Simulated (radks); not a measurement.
All-electron atom: the silver ion Ag25+ in [Ar] 3d4 (the NIST ground configuration).

Calculated with a radial shooting solver on a logarithmic mesh with Libxc functionals: scalar-relativistic Kohn-Sham, Slater X-alpha with alpha = 0.626, spin-polarised, spherical densities, finite nucleus; open shells are filled with parallel spins first (spin-orbit coupling, left out, can overturn this in heavy ions); Fermi nuclear charge, rms radius 4.5454 fm.

Energy parts (hartree):
total: -4922.03520
kinetic: 5128.60088
electron-nucleus: -11048.36000
Hartree: 1098.27613
exchange: -100.55221

Orbitals (lengths in bohr, moments of r in powers of bohr):
1s up: occ. 1; eigenvalue (hartree) -966.5057; <r> 0.03115; <r^2> 0.001312
1s down: occ. 1; eigenvalue (hartree) -966.4956; <r> 0.03115; <r^2> 0.001312
2s up: occ. 1; eigenvalue (hartree) -174.0141; <r> 0.1345; <r^2> 0.02131
2s down: occ. 1; eigenvalue (hartree) -173.6095; <r> 0.1344; <r^2> 0.02126
2p up: occ. 3; eigenvalue (hartree) -160.1241; <r> 0.1172; <r^2> 0.01675
2p down: occ. 3; eigenvalue (hartree) -159.8115; <r> 0.1171; <r^2> 0.01670
3s up: occ. 1; eigenvalue (hartree) -57.46802; <r> 0.3461; <r^2> 0.1364
3s down: occ. 1; eigenvalue (hartree) -57.00082; <r> 0.3472; <r^2> 0.1373
3p up: occ. 3; eigenvalue (hartree) -52.96267; <r> 0.3394; <r^2> 0.1330
3p down: occ. 3; eigenvalue (hartree) -52.48457; <r> 0.3406; <r^2> 0.1340
3d up: occ. 4; eigenvalue (hartree) -46.50852; <r> 0.3064; <r^2> 0.1094
3d down: occ. 0; eigenvalue (hartree) -45.94145; <r> 0.3079; <r^2> 0.1106

The highest occupied level is 3d up at -1265.6 eV. For comparison, the ionisation energy in NIST's Atomic Spectra Database is 1308 eV (theoretical). In exact Kohn-Sham theory the highest level is minus the ionisation energy, but local and semilocal functionals leave it too shallow, through self-interaction and a potential that decays too fast; potentials with the right tail come closer. The density falls to 0.001 e/bohr^3 at r = 1.02 bohr. The electron density at the nucleus is 1.487e+05 e/bohr^3 (large components only). The spin density at the nucleus is -9.07 e/bohr^3 (1s -2.03, 2s -23.43, 3s 16.38).
